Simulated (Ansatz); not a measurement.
`B[SiH2]N` + H₂Te → `N[SiH2][TeH]` + BH₃ at 600 K and 1 bar (cleavage of the Si–B bond).

Program: Ansatz. Geometries: PBE0-D4/def2-TZVP. ΔE: electronic, gas phase. CCSD(T)/CBS adds triple-zeta CCSD(T) − MP2 to the extrapolated MP2 energy (def2 sets, frozen cores). This one scheme is used for every species. def2 core potentials past Kr. For Te outer-core shells are correlated without core-valence functions, which leaves a few kJ/mol of doubt a bond. Each species was taken in one conformer, which may not be the lowest.

| species | CCSD(T)/CBS energy (Eh) | H − E (kJ/mol) | S (J/(mol·K)) |
| --- | --- | --- | --- |
| `B[SiH2]N` | -372.16627 | 216.6 | 383.8 |
| H₂Te | -268.91024 | 52.9 | 255.0 |
| `N[SiH2][TeH]` | -614.55865 | 183.7 | 408.1 |
| BH₃ | -26.55200 | 91.5 | 217.3 |

H − E and S are ideal-gas, rigid-rotor, harmonic terms from PBE0-D4/def2-TZVP, for one conformer and one mirror image of each species. 1 Eh = 2625.50 kJ/mol, R = 8.31446 J/(mol·K).

Task: By hand: ΔE, ΔH, ΔS and ΔG.

Result: ΔE = (-614.55865) + (-26.55200) − (-372.16627) − (-268.91024) = -0.03414 Eh = -89.6 kJ/mol. Δ(H − E) = 183.7 + 91.5 − 216.6 − 52.9 = 5.7, so ΔH = -83.9 kJ/mol. ΔS = 408.1 + 217.3 − 383.8 − 255.0 = -13.4 J/(mol·K). ΔG = -83.9 − 600 × (-13.4)/1000 = -75.9 kJ/mol.

Task: By hand: the equilibrium constant, and the temperature at which ΔG would vanish if ΔH and ΔS stayed fixed.

Result: log₁₀ K = −ΔG/(RT ln 10) = 6.6. ΔG = 0 at ΔH/ΔS = 6261 K, far beyond where these terms or the molecules hold.

The number of gas molecules stays the same, so ΔS is small and ΔH decides. A doubt of 5 kJ/mol in ΔE shifts log₁₀ K by 0.4 here. Other conformers and mirror images would add mixing entropy, several J/(mol·K) or more a flexible species. These are equilibria of isolated gas molecules and say nothing of rates. Largest T1 diagnostic: 0.011 (customary marks: 0.02 for closed shells, 0.045 for open ones).
